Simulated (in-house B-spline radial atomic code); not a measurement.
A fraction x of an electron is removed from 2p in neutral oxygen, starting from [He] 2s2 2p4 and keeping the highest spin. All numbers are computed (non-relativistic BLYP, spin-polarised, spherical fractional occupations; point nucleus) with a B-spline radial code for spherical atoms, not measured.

| x | E(x) - E(0) (eV) | 2p down level (eV) |
| --- | --- | --- |
| 0 | 0.0000 | -7.238 |
| 0.1 | 0.7847 | -8.462 |
| 0.16 | 1.3149 | -9.213 |
| 0.32 | 2.9529 | -11.276 |
| 0.41 | 4.0214 | -12.474 |
| 0.5 | 5.1989 | -13.696 |
| 0.59 | 6.4875 | -14.943 |
| 0.71 | 8.3823 | -16.643 |
| 0.86 | 11.0415 | -18.824 |
| 0.99 | 13.6142 | -20.762 |
| 1 | 13.8225 | - |

The exact functional would give a straight line between the two integer points. Deviations E(x) - E(0) - x[E(1) - E(0)], in eV: -0.598 at x = 0.1, -0.897 at x = 0.16, -1.47 at x = 0.32, -1.646 at x = 0.41, -1.712 at x = 0.5, -1.668 at x = 0.59, -1.432 at x = 0.71, -0.846 at x = 0.86, -0.07 at x = 0.99.

The curve lies below the straight line by up to 1.712 eV (at x = 0.5): convex, the delocalisation error that favours fractional charges.

How well does Slater's transition state (minus the level at half occupation) give the ionisation energy?

It gives 13.696 eV against 13.822 eV from the two total energies; NIST lists 13.62 eV, ground level to ground level.
